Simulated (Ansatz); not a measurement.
Reactions of C₂H₂BFO (`C#CB(O)F`).

Computed with Ansatz on PBE0-D4/def2-TZVP structures; ΔE is electronic, products minus reactants. CCSD(T)/CBS adds triple-zeta CCSD(T) − MP2 to the extrapolated MP2 energy (def2 sets, frozen cores). This one scheme is used for every species, atoms too. Functionals use def2-TZVPP. B3LYP here is the variant with VWN-RPA as its local correlation; programs differ in this. No spin–orbit coupling; open shells (•) take unrestricted orbitals. Spin–orbit coupling would lower the free atoms: a little for B, C, F, O. For Ge, Ti outer-core shells are correlated without core-valence functions, so the limit isn't a true one: a few kJ/mol of doubt a bond, and 10 to 20 or more in all where bonds break to atoms. Scalar relativity is left out up to krypton. One conformer a species, not always the lowest.

```
                                                                                                             reaction  B3LYP-D4 (eV)
                                                                          `C#CB(O)F` + `CC(O)F` → `C#COC(C)F` + `OBF`           1.41
                                                                                      `C#CB(O)F` + H₂ → `C#CBO` + H–F           1.29
`C#CB(O)F` + `CC1=CC(C)=[O+][Ti-]([OH])([OH])([OH])[O]1` → `CC1=CC(C)=[O+][B-](O)(F)O1` + `C#[C][Ti]([OH])([OH])[OH]`           0.58
                                                                    `C#CB(O)F` + `CCC(C)CC` → `C#CB(C)F` + `CCC(O)CC`           1.57
                                                                      `C#CB(O)F` + `O[SiH3]` → `OB(F)O[SiH3]` + `C#C`          -0.89
                                                                            `C#CB(O)F` + `BCOC` → `COB(O)F` + `BCC#C`          -1.47
                                                                              `C#CB(O)F` → B• + 2 C• + F• + 2 H• + O•          34.58
                                                   `C#CB(O)F` + `C#[C][GeH2][CH3]` → `C#CBO` + `C#[C][GeH]([CH3])[F]`           0.76
                                                                                  `C#CB(O)F` + CH₄ → `C#CB(C)F` + H₂O           1.43
                                                                                              `C#CB(O)F` → `FB1C=CO1`           0.90
```

Question: Give the CCSD(T)/CBS values in the same order. (Estimate.)

Answer: The calculation gave: 1.53, 1.22, 0.55, 1.63, -0.90, -1.51, 34.56, 0.78, 1.37, 0.90 eV.

Largest T1 diagnostic: 0.024, for `C#[C][Ti]([OH])([OH])[OH]`.
